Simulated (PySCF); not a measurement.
Compound: C4H6FNSi.
Z-matrix (Å and degrees, PBE0-D3(BJ)/def2-SVP geometry), rows numbered from 1:
```
F 
C   1  1.3243
C   2  1.3663  1  130.48
C   3  1.4303  2  105.16  1   179.98
C   4  1.3713  3  107.96  2     0.00
N   2  1.3665  1  117.96  3  -180.00
Si  6  1.7780  2  125.92  1    -0.42
H   3  1.0869  2  126.38  1    -0.00
H   4  1.0884  3  126.28  2   179.98
H   5  1.0875  4  130.69  3   180.00
H   7  1.4884  6  110.14  2    61.81
H   7  1.4872  6  104.83  2  -178.82
H   7  1.4883  6  109.97  2   -59.43
```

NICS = −σ at a ghost point: NICS(0) at the centroid of the ring atoms, NICS(1) 1 Å to either side along the normal of their mean plane, zz for the tensor component along that normal. Level: GIAO PBE0/pcSseg-1 (PySCF, non-relativistic, gas phase) on the PBE0-D3(BJ)/def2-SVP geometry, one conformer.

Ring bond lengths (Å), with Mayer bond orders in brackets: C2–C3 1.366 (1.56), C3–C4 1.430 (1.27), C4–C5 1.371 (1.59), C5–N6 1.391 (1.06), N6–C2 1.367 (1.12).

What do the NICS probes read (ppm)?

| ring | type | NICS(0) | NICS(1), two faces | NICS(1)zz, two faces | rms pucker (Å) | centre to ring atoms, mean (Å) |
| --- | --- | --- | --- | --- | --- | --- |
| C2–C3–C4–C5–N6 | 5-membered ring with N; formal bonds all aromatic | -14.1 | -10.1 / -10.1 | -25.6 / -25.6 | 0.00 | 1.18 |

What do they say, and how far can they be read as aromaticity?

- C2–C3–C4–C5–N6: mean NICS(1)zz -25.6 ppm, shielded, aromatic by this magnetic criterion (flat ring, no four-coordinate atom).

How equal are the bonds by HOMA? HOMA = 1 − mean of α(R − Ropt)² over the ring bonds, with Krygowski's 1993 parameters (CC: Ropt 1.388 Å, α 257.7 Å⁻²; CN: Ropt 1.334 Å, α 93.52 Å⁻²).

- C2–C3–C4–C5–N6: HOMA 0.79; the largest term is that of C3–C4, α(R − Ropt)² = 0.46. The geometric and the magnetic index point the same way.

At the first NICS(1) probe listed for ring C2–C3–C4–C5–N6, 1 Å off the ring, how large is the induced field along the normal in 7.05 T applied along it?

NICSzz × B0 = -25.6 ppm × 7.05 T = -180 μT, against the applied field.

List the ring angles and the Hirshfeld charges of the ring atoms.

- C2–C3–C4–C5–N6: C2 111.6° (+0.104 e), C3 105.2° (-0.115 e), C4 108.0° (-0.093 e), C5 108.7° (-0.043 e), N6 106.6° (-0.120 e); sum 540.0° against 540° for a flat convex ring.

What are the shieldings of the ring atoms and their hydrogens in the same run (means over atoms taken as equivalent)?

| atoms | environment | σ isotropic (ppm) | principal values of the symmetric part, first atom (ppm) |
| --- | --- | --- | --- |
| C2 | aromatic C–F carbon | 25.7 | -38.0, 51.2, 63.8 |
| C3 | aromatic CH carbon | 91.5 | 39.4, 73.1, 162.0 |
| C4 | aromatic CH carbon | 68.4 | -14.9, 60.0, 160.1 |
| C5 | aromatic CH next to a ring nitrogen | 65.7 | -16.2, 85.3, 127.9 |
| N6 | pyrrole-type nitrogen | 111.5 | 45.4, 106.7, 182.2 |
| H8 | aromatic hydrogen | 25.51 | 22.4, 25.6, 28.5 |
| H9 | aromatic hydrogen | 25.02 | 22.7, 25.0, 27.4 |
| H10 | aromatic hydrogen | 25.19 | 21.4, 26.7, 27.5 |

How do the values depend on the level or the medium?

```json
{"level": "PBE0/pcSseg-1, gas", "NICS(0), C2–C3–C4–C5–N6": "-14.1", "mean NICS(1)zz, C2–C3–C4–C5–N6": "-25.6"}
{"level": "mPW1PW91/pcSseg-2, gas", "NICS(0), C2–C3–C4–C5–N6": "-13.5", "mean NICS(1)zz, C2–C3–C4–C5–N6": "-25.8"}
```

The geometry is the same throughout.
